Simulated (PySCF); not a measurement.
LaO (SMILES [O]=[La]), doublet (typed; the unrestricted solution is spin-contaminated), at a GFN2-xTB geometry (such geometries of metal compounds can be far from the true shape) (core potentials on La), with bond 1-2 at 2.0 times its length; B3LYP/def2-SV(P) (PySCF).

PySCF was given this input:
```python
from pyscf import gto, scf, dft

mol = gto.M(
    atom='''
La    0.00000000    0.00000000   -2.27062364
O     0.00000000    0.00000000    1.77295270
''',
    basis='def2-sv(p)',
    ecp={'La': 'def2-sv(p)'},
    spin=1,
    verbose=4,
)

mf = dft.UKS(mol)
mf.xc = 'b3lyp'
mf.init_guess = 'atom'
mf.kernel()
```

What the program printed (banner, timings and long lists left out):

```
PySCF version 2.14.0

[INPUT] verbose = 4
[INPUT] num. atoms = 2
[INPUT] num. electrons = 19
[INPUT] charge = 0
[INPUT] spin (= nelec alpha-beta = 2S) = 1
[INPUT] symmetry False subgroup None
[INPUT] Mole.unit = angstrom
[INPUT] Symbol           X                Y                Z      unit          X                Y                Z       unit  Magmom
[INPUT]  1 La     0.000000000000   0.000000000000  -2.270623640000 AA    0.000000000000   0.000000000000  -4.290856811563 Bohr   0.0
[INPUT]  2 O      0.000000000000   0.000000000000   1.772952700000 AA    0.000000000000   0.000000000000   3.350395034808 Bohr   0.0

nuclear repulsion = 11.5164375902348
number of shells = 17
number of NR pGTOs = 74
number of NR cGTOs = 39
basis = def2-sv(p)
ecp = {'La': 'def2-sv(p)'}

******** <class 'pyscf.dft.uks.UKS'> ********
method = UKS
initial guess = atom
damping factor = 0
level_shift factor = 0
DIIS = <class 'pyscf.scf.diis.CDIIS'>
diis_start_cycle = 1
diis_space = 8
diis_damp = 0
SCF conv_tol = 1e-09
SCF conv_tol_grad = None
SCF max_cycles = 50
direct_scf = True
direct_scf_tol = 1e-13
number electrons alpha = 10  beta = 9
XC library pyscf.dft.libxc version 7.1.2
    S. Lehtola, C. Steigemann, M. J. T. Oliveira, and M. A. L. Marques,  SoftwareX 7, 1–5 (2018)
XC functionals = b3lyp
    P. J. Stephens, F. J. Devlin, C. F. Chabalowski, and M. J. Frisch,  J. Phys. Chem. 98, 11623 (1994)
radial grids:
    Treutler-Ahlrichs [JCP 102, 346 (1995); DOI:10.1063/1.469408] (M4) radial grids

becke partition: Becke, JCP 88, 2547 (1988); DOI:10.1063/1.454033
pruning grids: <function nwchem_prune>
grids dens level: 3
symmetrized grids: False
atomic radii adjust function: <function treutler_atomic_radii_adjust>
small_rho_cutoff = 0
Set gradient conv threshold to 3.16228e-05
Spherically averaged atomic HF for {'O', 'La'}

******** <class 'pyscf.scf.atom_hf.AtomSphAverageRHF'> ********
method = AtomSphAverageRHF
initial guess = minao
damping factor = 0
level_shift factor = 0
DIIS = <class 'pyscf.scf.diis.CDIIS'>
diis_start_cycle = 1
diis_space = 8
diis_damp = 0
SCF conv_tol = 1e-09
SCF conv_tol_grad = None
SCF max_cycles = 50
direct_scf = True
direct_scf_tol = 1e-13
atom = La
Set gradient conv threshold to 3.16228e-05
Initial guess from minao.
init E= -27.7595649694179
cycle= 1 E= -30.903596337152  delta_E= -3.14  |g|=    0  |ddm|= 9.32
cycle= 2 E= -30.9394858490132  delta_E= -0.0359  |g|=    0  |ddm|= 1.81
cycle= 3 E= -30.9456951773255  delta_E= -0.00621  |g|=    0  |ddm|= 0.396
cycle= 4 E= -30.9462100283259  delta_E= -0.000515  |g|=    0  |ddm|= 0.16
cycle= 5 E= -30.9462227190199  delta_E= -1.27e-05  |g|=    0  |ddm|= 0.0618
cycle= 6 E= -30.9462229585084  delta_E= -2.39e-07  |g|=    0  |ddm|= 0.0093
cycle= 7 E= -30.9462229587072  delta_E= -1.99e-10  |g|=    0  |ddm|= 0.000144
Extra cycle  E= -30.9462229587134  delta_E= -6.25e-12  |g|=    0  |ddm|= 3.17e-05
Atomic HF for atom  La  converged. SCF energy = -30.9462229587134

******** <class 'pyscf.scf.atom_hf.AtomSphAverageRHF'> ********
method = AtomSphAverageRHF
initial guess = minao
damping factor = 0
level_shift factor = 0
DIIS = <class 'pyscf.scf.diis.CDIIS'>
diis_start_cycle = 1
diis_space = 8
diis_damp = 0
SCF conv_tol = 1e-09
SCF conv_tol_grad = None
SCF max_cycles = 50
direct_scf = True
direct_scf_tol = 1e-13
atom = O
Set gradient conv threshold to 3.16228e-05
Initial guess from minao.
init E= -74.1788039093236
cycle= 1 E= -74.1948875786556  delta_E= -0.0161  |g|=    0  |ddm|= 0.106
cycle= 2 E= -74.1952027336708  delta_E= -0.000315  |g|=    0  |ddm|= 0.0459
cycle= 3 E= -74.1952618091125  delta_E= -5.91e-05  |g|=    0  |ddm|= 0.0112
cycle= 4 E= -74.1952623833981  delta_E= -5.74e-07  |g|=    0  |ddm|= 0.00215
cycle= 5 E= -74.1952623834021  delta_E= -3.99e-12  |g|=    0  |ddm|= 2.69e-06
Extra cycle  E= -74.1952623834021  delta_E=    0  |g|=    0  |ddm|= 5.97e-08
Atomic HF for atom  O  converged. SCF energy = -74.1952623834021

tot grids = 38792
init E= -106.294893373905

cycle= 1 E= -105.405303429136  delta_E= 0.89  |g|= 1.11  |ddm|= 1.59
cycle= 2 E= -88.5267280699202  delta_E= 16.9  |g|= 1.35  |ddm|= 3.69
cycle= 3 E= -103.207024636394  delta_E= -14.7  |g|=  2.2  |ddm|=  4.9
cycle= 4 E= -105.074264397883  delta_E= -1.87  |g|= 1.39  |ddm|= 2.49
cycle= 5 E= -105.790602809095  delta_E= -0.716  |g|= 0.857  |ddm|= 0.924
cycle= 6 E= -105.502198440091  delta_E= 0.288  |g|= 1.11  |ddm|= 0.424
cycle= 7 E= -98.9162700599491  delta_E= 6.59  |g|= 1.32  |ddm|= 3.24
cycle= 8 E= -99.1724723819205  delta_E= -0.256  |g|=  1.3  |ddm|= 0.461
cycle= 9 E= -99.2134351460423  delta_E= -0.041  |g|= 1.32  |ddm|= 0.136
cycle= 10 E= -104.190591190566  delta_E= -4.98  |g|= 1.89  |ddm|= 3.76
cycle= 11 E= -105.064923227869  delta_E= -0.874  |g|= 1.42  |ddm|= 1.31
cycle= 12 E= -105.538231178596  delta_E= -0.473  |g|= 1.06  |ddm|= 0.776
cycle= 13 E= -105.635988375853  delta_E= -0.0978  |g|= 1.01  |ddm|= 0.29
cycle= 14 E= -105.310058758439  delta_E= 0.326  |g|= 1.22  |ddm|= 0.629
cycle= 15 E= -105.434620839038  delta_E= -0.125  |g|= 1.14  |ddm|=  0.4
cycle= 16 E= -105.415086629365  delta_E= 0.0195  |g|= 1.16  |ddm|= 0.209
cycle= 17 E= -105.356115309131  delta_E= 0.059  |g|= 1.21  |ddm|= 0.423

cycle= 18 E= -88.522812893402  delta_E= 16.8  |g|= 1.32  |ddm|= 3.76
cycle= 19 E= -104.454745350277  delta_E= -15.9  |g|= 1.81  |ddm|= 4.09
cycle= 20 E= -105.52678177172  delta_E= -1.07  |g|= 1.22  |ddm|= 1.19

cycle= 21 E= -105.780867254721  delta_E= -0.254  |g|= 0.826  |ddm|= 2.08
cycle= 22 E= -105.602212449304  delta_E= 0.179  |g|= 1.01  |ddm|= 2.11

cycle= 23 E= -106.450959706476  delta_E= -0.849  |g|= 0.291  |ddm|= 1.12
cycle= 24 E= -106.471366242211  delta_E= -0.0204  |g|= 0.171  |ddm|= 0.307
cycle= 25 E= -106.484901279008  delta_E= -0.0135  |g|= 0.14  |ddm|= 0.212
cycle= 26 E= -106.488244805456  delta_E= -0.00334  |g|= 0.135  |ddm|= 0.147
cycle= 27 E= -106.502026132628  delta_E= -0.0138  |g|= 0.0352  |ddm|= 0.191
cycle= 28 E= -106.504034900978  delta_E= -0.00201  |g|= 0.044  |ddm|= 0.146
cycle= 29 E= -106.503453188814  delta_E= 0.000582  |g|= 0.0752  |ddm|= 0.117
cycle= 30 E= -106.500355465667  delta_E= 0.0031  |g|= 0.0961  |ddm|= 0.0437
cycle= 31 E= -106.500623900471  delta_E= -0.000268  |g|= 0.096  |ddm|= 0.0153
cycle= 32 E= -106.494106431838  delta_E= 0.00652  |g|= 0.138  |ddm|= 0.133
cycle= 33 E= -106.502276403707  delta_E= -0.00817  |g|= 0.0764  |ddm|= 0.14
cycle= 34 E= -106.505303133592  delta_E= -0.00303  |g|= 0.0149  |ddm|= 0.181
cycle= 35 E= -106.505310065916  delta_E= -6.93e-06  |g|= 0.019  |ddm|= 0.168
cycle= 36 E= -106.505573853765  delta_E= -0.000264  |g|= 0.0075  |ddm|= 0.0393
cycle= 37 E= -106.505610085852  delta_E= -3.62e-05  |g|= 0.000654  |ddm|= 0.0132
cycle= 38 E= -106.505610705703  delta_E= -6.2e-07  |g|= 0.00111  |ddm|= 0.00352
cycle= 39 E= -106.505608460597  delta_E= 2.25e-06  |g|= 0.00271  |ddm|= 0.00415
cycle= 40 E= -106.50560732298  delta_E= 1.14e-06  |g|= 0.00101  |ddm|= 0.012
cycle= 41 E= -106.505607689911  delta_E= -3.67e-07  |g|= 4.68e-05  |ddm|= 0.0044
cycle= 42 E= -106.50560769683  delta_E= -6.92e-09  |g|= 4.26e-05  |ddm|= 0.00048
cycle= 43 E= -106.505607700495  delta_E= -3.67e-09  |g|= 1.38e-05  |ddm|= 0.000361
cycle= 44 E= -106.505607700901  delta_E= -4.06e-10  |g|= 9.12e-06  |ddm|= 0.000182
Extra cycle  E= -106.505607695508  delta_E= 5.39e-09  |g|= 8.57e-05  |ddm|= 0.000123
converged SCF energy = -106.505607695508  <S^2> = 2.1240834  2S+1 = 3.0816122
```
